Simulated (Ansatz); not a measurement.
Be2Se3. Total charge 0; singlet. Geometry r2SCAN-D4/def2-SVP; atoms count from 1.

```xyz
5

Be    0.712    0.954   -0.831
Be   -1.024   -0.549    0.870
Se   -1.062   -2.388    1.621
Se   -1.046    1.356    0.131
Se    2.420    0.627   -1.791
```

The restricted singlet is unstable towards broken spin symmetry in Hartree–Fock (as tested in another run); at PBE0-D4/def2-TZVP this wasn't settled. The geometry of the singlet was relaxed on an unsound state (an occupied level 0.30 eV above an empty one). Another isomer (singlet) lies 2.99 eV lower at PBE0-D4/def2-TZVP; other spin states weren't run for this one.

Question: Estimate the Mulliken populations from the PBE0/def2-TZVP orbitals of Ansatz.

Answer: 
```json
{"atom": "Be1", "charge (e)": "0.07"}
{"atom": "Be2", "charge (e)": "0.07"}
{"atom": "Se3", "charge (e)": "-0.08"}
{"atom": "Se4", "charge (e)": "0.02"}
{"atom": "Se5", "charge (e)": "-0.08"}
```
Mulliken values and Mayer orders depend strongly on the basis.

Question: And the Mayer bond orders between bonded heavy atoms (over 0.3)?

Answer: Be1–Se4 1.20 (2.04 Å); Be1–Se5 1.46 (1.99 Å); Be2–Se3 1.46 (1.99 Å); Be2–Se4 1.20 (2.04 Å). Values over 0.3 also appear between atoms too far apart for a bond (Se3–Se5 0.61 at 5.73 Å); they arise where an orbital or an unpaired electron spreads over both atoms.
